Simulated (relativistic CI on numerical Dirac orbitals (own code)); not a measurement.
**Radial parameters of Hf²⁵⁺**

Computed by Dirac-Coulomb-Breit CI, separate exchange-only KLI orbitals for each configuration, model QED, unscaled Slater integrals (own radial code, finite nucleus).

Slater integrals F^k, G^k are unscaled and averaged over j, outside the closed core [Ar] 3d10; ζ comes from projecting the Hamiltonian with its Breit term on Σ l·s of the shell.

- 4s2 4p6 4d10 4f: ζ(4f) = 6789.1 cm⁻¹; <r>(4f) = 0.464, <r^2>(4f) = 0.2471 (bohr units).
- 4s2 4p6 4d9 4f2: ζ(4d) = 43057, F^2(4f,4f) = 224750, F^4(4f,4f) = 146260, F^6(4f,4f) = 106880, F^2(4d,4f) = 210130, F^4(4d,4f) = 137090, G^1(4d,4f) = 227800, G^3(4d,4f) = 153270, G^5(4d,4f) = 111490, ζ(4f) = 6719.8 cm⁻¹; <r>(4d) = 0.4758, <r^2>(4d) = 0.259, <r>(4f) = 0.4646, <r^2>(4f) = 0.2478 (bohr units).
- 4s2 4p6 4d10 5p: ζ(5p) = 123890 cm⁻¹; <r>(5p) = 0.8684, <r^2>(5p) = 0.8431 (bohr units).

Averages of the first 10 configurations, taken without configuration mixing, which lowers the lowest level and can move excited configurations by several eV; other configurations of the list can lie among them:

```
    Configuration  Parity  States  Average energy above the lowest level (eV)
  4s2 4p6 4d10 4f     odd      14                                         2.4
  4s2 4p6 4d10 5s    even       2                                       114.2
  4s2 4p6 4d9 4f2    even     910                                       200.9
  4s2 4p6 4d10 5p     odd       6                                       170.2
 4s2 4p5 4d10 4f2     odd     546                                       400.1
  4s2 4p6 4d10 5d    even      10                                       246.3
4s2 4p6 4d9 4f 5s     odd     280                                       311.0
  4s2 4p6 4d9 5s2    even      10                                       431.1
  4s 4p6 4d10 4f2    even     182                                       546.2
  4s2 4p6 4d10 5f     odd      14                                       325.8
```
